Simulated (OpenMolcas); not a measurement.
Mn4+ among 6 point charges of -2.2 e arranged as an octahedron (Oh), 1.63 Å from the ion.
```
   1.6300    0.0000    0.0000  -2.20
   0.0000    1.6300    0.0000  -2.20
  -1.6300    0.0000    0.0000  -2.20
   0.0000   -1.6300    0.0000  -2.20
   0.0000    0.0000    1.6300  -2.20
   0.0000    0.0000   -1.6300  -2.20
```

```
Program             : OpenMolcas 26.06
Method              : CASSCF
Basis               : ANO-RCC-VTZP [6s5p3d2f1g]
Scalar Hamiltonian  : DKH2, point nucleus
Active space        : 3 electrons in 5 orbitals (3d)
State averaging     : 2S+1 = 4 even, 10 roots; 2S+1 = 2 even, 40 roots
Spin-orbit coupling : state interaction with AMFI integrals over the reference wave functions
```

Task: What is the spin-free ground state (labels of O, the rotations of Oh)?

Result: 4A2, 1-fold in its orbital part, 100 % from free-ion F terms; it has the highest spin that d3 allows.

Task: Where is the first state of the same spin?

Result: 4T2 at 7370 cm-1 above the ground state.

Task: What are the lowest two levels with spin-orbit coupling?

Result: A 4-fold level Γ8, then a 2-fold level Γ7 7230 cm-1 above it. Their leading multiplicities are 4 (100 %) and 4 (100 %).

Task: What is χT at 300 K, and how does it compare with the textbook value?

Result: The lowest level has 2S+1 = 4, for which the spin-only value is χT = S(S+1) / 2 = 1.875 cm3 K/mol (g = 2). The computed 1.681 at 300 K differs by -0.194, through orbital momentum, spin-orbit coupling and any other state in reach.

Task: Which ligand-field parameters describe the states?

Result: A least-squares ligand-field fit to the states below 45000 cm-1, each weighted by its degeneracy and with a free common offset, gives 10Dq = 7710 cm-1, B = 1319 cm-1 and C = 4985 cm-1 (C/B = 3.78), with an rms deviation of 160 cm-1. 

Without dynamic correlation the repulsion within the d shell is too large (B by tens of per cent), so at a given field states of lower spin stand too high. This field is weak: 10Dq is about 7710 cm-1, while octahedral complexes of 3d ions of charge 3 and more, computed by the same method with explicit ligands, had a median near 15000 cm-1. Ground spin and moment need not be those of a real site. This is an electrostatic model: the charges have no orbitals. No measured value stands beside these numbers.
